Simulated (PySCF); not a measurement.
A calculated (LDA, PySCF 2.14, def2-SVP, no relativity, point nucleus) atom or ion has these occupied shells.

```csv
shell,electrons,orbital energy (eV),"rms radius, mean of both spins (bohr)"
1s α,1,-10094.0,0.0573
1s β,1,-10093.9,0.0573
2s α,1,-1251.6,0.240
2s β,1,-1251.6,0.240
2p α,3,-1113.2,0.213
2p β,3,-1113.1,0.213
3s α,1,-163.43,0.712
3s β,1,-163.36,0.712
3p α,3,-118.39,0.743
3p β,3,-118.31,0.743
3d α,5,-40.743,0.902
3d β,5,-40.537,0.902
4s α,1,-26.561,2.29
```

Name the element and its charge.

Ga²⁺ (gallium, charge +2), in [Ar] 3d10 4s1, 2S determinant.
